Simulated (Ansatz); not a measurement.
Born–Oppenheimer molecular dynamics of Cl₂GaH₃O (7 atoms, charge 0, multiplicity 1). It starts at the highest image of a converged band. Of that band: The profile has 2 maxima (images 3, 5) with wells between them (image 4): this band takes more than one step, which may be the mechanism or a detour left from its start path. A vibrational analysis at the climbing image gives one clearly imaginary mode, 729i cm⁻¹: a first-order saddle point.

The calculation used RKS PBE/def2-SVP (Ansatz 0.2.0).

```json
{"ensemble": "NVE (velocity Verlet)", "time step": "0.5 fs", "steps asked": "200", "starting velocities drawn for": "300 K", "seed": "11968"}
```

First frame:

```xyz
7
Properties=species:S:1:pos:R:3
Ga -0.192 0.144 -0.106
H -0.181 -0.355 1.532
O 1.196 -0.299 -1.149
H 2.050 -0.210 -0.687
Cl -2.167 0.215 -0.940
Cl 0.282 2.182 1.243
H 0.025 0.738 1.722
```

(1) How far do the bonds stretch over the last three quarters of this one trajectory? (Pairs bonded in most of those frames.)

## Answers

(1) 
```
   bond  mean (Å)  spread (Å)  shortest  longest
 Ga1–H2     1.577       0.037      1.52     1.65
 Ga1–O3     1.826       0.040      1.75     1.88
Ga1–Cl5     2.181       0.028      2.13     2.22
  O3–H4     0.979       0.023      0.94     1.01
 Cl6–H7     1.307       0.053      1.23     1.39
```

Pairs bonded in part of these frames only: Ga1–Cl6 26 %.

Mean temperature of the second half: 663 K. The conserved energy stayed within 0.23 meV per atom of its start (net change 0.059 meV per atom), so the integration is sound. The kinetic energy rose, since the run started high on the potential surface and went downhill. It ends in pieces (ClGaH2O + ClH), so much of that is their flight and rotation, not heat. A run of 0.1 ps of so small a system gives no equilibrium averages. The orbitals stay closed-shell, which can raise the energy where a bond breaks towards radicals; this wasn't checked here.

Run time: 4.7 min on 2 threads of Arm Neoverse V2 (shared host), peak memory 0.14 GiB.
